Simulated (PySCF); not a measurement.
## Correlation energy of P (phosphorus, neutral)

[Ne] 3s2 3p3, high-spin 4S determinant. All numbers are calculated (PySCF 2.14, the spin-free X2C one-electron Hamiltonian (Gaussian nucleus), in aug-cc-pCVTZ-DK with one added diffuse shell each of s, p, d, f type (9s8p6d4f, 91 functions)). Frozen: [Ne]; 5 electrons correlated.

```tsv
level	correlation energy (mhartree)
CCSD	-102.64
(T)	-4.09
CCSD(T)	-106.73
```

Diagnostics: T1 = 0.0046, D1 = 0.0095, largest double amplitude 0.033.

Cost of the coupled-cluster step: of the order of 13 core-seconds, for 5 correlated electrons.
